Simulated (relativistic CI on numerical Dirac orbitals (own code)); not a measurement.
Calculated at this level of theory: Dirac-Coulomb-Breit CI, separate exchange-only KLI orbitals for each configuration, a model potential for QED, unscaled Slater integrals (own radial code, finite nucleus).

The strongest absorption lines from the ground level of an ion, among the configurations computed and to levels below about 498 eV (vacuum wavelength in nm, gf): 5.1803 (0.2), 5.5302 (0.43), 10.488 (5.2), 13.107 (0.35), 15.310 (0.00062).

Q: Which ion is it?
A. Te XVII
B. Xe XIX
C. Xe XVII
D. Ce XXIII

A: B. Xe XIX has 36 electrons and the ground level 4s²4p⁶ ¹S0; the strongest line goes to 4s²4p⁵4d ¹P°1. The pattern of lines fixes the number of electrons, and along that sequence the line energies rise steadily with the charge (about as its square where n changes within one kind of shell, about linearly where n is kept but much faster in heavy ions where fine structure, which grows about as Z⁴, sets the gap, and irregularly where shells cross), which fixes Z. Configurations outside the model, such as inner-shell arrays, can give stronger lines. At this charge energies of transitions that change n are usually good to better than 1 %, and those within a shell (Δn = 0) to a few per cent.

LS names give the leading component of a level, which can be under half, so a name can repeat, a term be missing and a line seem to break the LS rules.
